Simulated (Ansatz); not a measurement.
Harmonic frequencies (cm⁻¹) at PBE0-D4/def2-TZVP from Ansatz: 96, 166, 370, 488, 586, 625, 779, 841, 874, 887, 936, 942, 1060, 2207, 2209, 2218, 2644, 2676.

Each molecule was computed in one conformer, which needn't be the lowest.

Task: Which molecule is it?
A. `F[SiH]1NCO1`
B. `O[SiH](O)S`
C. `[SiH3]BS`
D. `BS[SiH3]`

Result: C.
